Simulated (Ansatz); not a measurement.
Relaxation of ClH3Sn (5 atoms, charge 0, multiplicity 1), to a largest force component of 0.03 eV/Å in at most 50 steps.

All numbers below come from RKS PBE/def2-TZVP in Ansatz 0.2.0.

```xyz
5
Properties=species:S:1:pos:R:3:forces:R:3
Sn 0.211 0.000 -0.018 0.79 0.00 0.48
Cl 1.030 0.000 2.224 -0.64 0.00 0.49
H 1.917 0.000 -0.230 -0.24 0.00 -1.03
H -0.682 1.426 -0.354 0.04 -0.03 0.03
H -0.682 -1.426 -0.354 0.04 0.03 0.03
```

**Question.** Where does it end, and by what steps?

**Answer.** The run converged. After 3 steps the energy has fallen by 0.423 eV; H3 moved furthest, 0.44 Å.

```tsv
step	energy less start (eV)	largest force component (eV/Å)	accepted
0	0.0000	1.033	yes
1	-0.2902	0.482	yes
2	-0.4145	0.205	yes
3	-0.4231	0.014	yes
```

```xyz
5
Properties=species:S:1:pos:R:3
Sn 0.325 0.000 0.072
Cl 0.724 0.000 2.395
H 1.872 0.000 -0.665
H -0.565 1.427 -0.266
H -0.565 -1.427 -0.266
```

Whether the end is a true minimum wasn't checked by a vibrational analysis.

Run time: 6.4 s on 2 threads of Arm Neoverse V1, on a shared host, peak memory 0.16 GiB.
